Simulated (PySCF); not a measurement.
GeF4, SMILES [F][Ge]([F])([F])[F]. Atoms are numbered in the order given.

```xyz
5

F      0.9930     0.9930    -0.9930
Ge     0.0000     0.0000     0.0000
F     -0.9930     0.9930     0.9930
F     -0.9930    -0.9930    -0.9930
F      0.9930    -0.9930     0.9930
```
Charge 0, spin multiplicity 1.

Geometry: PBE-D3(BJ)/def2-SVP. The isomer is the one that the SMILES or the coordinates give; other isomers of the formula were not compared.

The numbers are results of PySCF 2.14.0 with PBE-D3(BJ)/def2-SVP, not measurements.

Frequencies are harmonic and unscaled.

Modes within 1.5 cm⁻¹ of each other (mostly degenerate sets) share a row, with their intensities summed.

| mode | ν (cm⁻¹) | IR (km/mol) | moving atoms (share of kinetic energy) |
|---|---|---|---|
| 1–2 | 187 | 0.0 | F 100 % |
| 3–5 | 252 | 111.8 | F 75 %, Ge 25 % |
| 6 | 680 | 0.0 | F 100 % |
| 7–9 | 767 | 242.5 | F 73 %, Ge 27 % |
